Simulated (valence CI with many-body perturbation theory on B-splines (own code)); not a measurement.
# Nb+ in three bases

Computed by configuration interaction combined with many-body perturbation theory (CI+MBPT): four valence electrons over a frozen Dirac-Fock core [Kr], radial functions for each j: 7 s, 7 p, 8 d, 6 f, 4 g, 1 h, with the one-electron correlation potential Σ1 (screened to all orders), the two-electron term Σ2, the three-electron term Σ3, Breit, model QED; selected single and double excitations, second order for the rest, scaled by the run's own slope (own B-spline code, finite nucleus).

Against 12 measured levels this calculation errs by 124 cm⁻¹ on average and by 283 at most. These come from a selection out of the NIST Handbook of Basic Atomic Spectroscopic Data. Levels without a partner in it may be off by more, other configurations by 1,000 to 4,000 cm⁻¹. Among the levels kept, up to 350 cm⁻¹ of a level comes from second order outside the variational space, and about a tenth of that is noise between levels of different J, which matters for small intervals. Only levels of the ground parity were solved; by the run's estimate the other parity begins above the list, which can be wrong where configurations are misplaced.

The reference run has the lowest level 4d⁴ ⁵D_0 and an ionisation energy of 13.9621 eV. Its largest variational space holds 20040 state functions.

Names give the largest LS component (configuration and term), which can be under half, so a name can repeat, a term be missing and a line seem to break the LS rules; names also repeat where a configuration has a term twice.

Changed runs:
A. basis 6 s, 6 p, 5 d, 5 f, 1 g
B. basis 5 s, 5 p, 4 d, 4 f

Excitation energies of the reference run in cm⁻¹, and shifts in cm⁻¹:

| Level | Reference | A | B |
| --- | --- | --- | --- |
| 4d⁴ ⁵D_1 | 154 | -3.4 | -3.7 |
| 4d⁴ ⁵D_2 | 427 | -7.4 | -8.2 |
| 4d⁴ ⁵D_3 | 785 | -10 | -10 |
| 4d⁴ ⁵D_4 | 1207 | -12 | -9.4 |
| 4d³5s ⁵F_1 | 2228 | -374 | -432 |
| 4d³5s ⁵F_2 | 2499 | -377 | -435 |
| 4d³5s ⁵F_3 | 2895 | -378 | -437 |
| 4d³5s ⁵F_4 | 3403 | -380 | -438 |
| 4d³5s ⁵F_5 | 4003 | -380 | -434 |
| 4d⁴ ³P_0 | 5846 | +25 | +136 |
| 4d⁴ ³P_1 | 6464 | +11 | +125 |
| 4d⁴ ³F_2 | 7465 | -72 | +122 |
| Ionisation energy (eV) | 13.9621 | -0.0665 | -0.0961 |
